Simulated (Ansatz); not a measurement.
Reaction (SMILES): C=C[CH-][SiH3] → [CH-]=CC[SiH3]
Geometries: B3LYP-D3(BJ)/def2-TZVP minima from Ansatz (a program for electronic structure), one conformer each, not searched for the lowest.

Quantity: isomerisation energy (electronic energy difference), in kcal/mol. Valence correlation only, unless marked. Spin-orbit coupling is left out. No relativistic terms. Anions need diffuse functions: aug- sets have them; def2-D sets add few; the other sets have none. CBS(X,Y): correlation extrapolated as X^-3; Hartree-Fock from the larger set.

```
level                           program  isomerisation energy (kcal/mol)
-----------------------  --------------  -------------------------------
PBE-D4/def2-TZVPD        Ansatz + dftd4                             32.3
BLYP/def2-TZVPD                  Ansatz                             31.6
B3LYP-D3(BJ)/def2-TZVPD  Ansatz + dftd3                             32.0
PBE0/def2-SVP                    Ansatz                             36.9
```

Problem. Predict the CCSD(T)/CBS(aug-cc-pV(T+d)Z,aug-cc-pV(Q+d)Z) result (Ansatz).

Solution. 29.8 kcal/mol, so PBE0/def2-SVP differs from it by 7.1 kcal/mol.
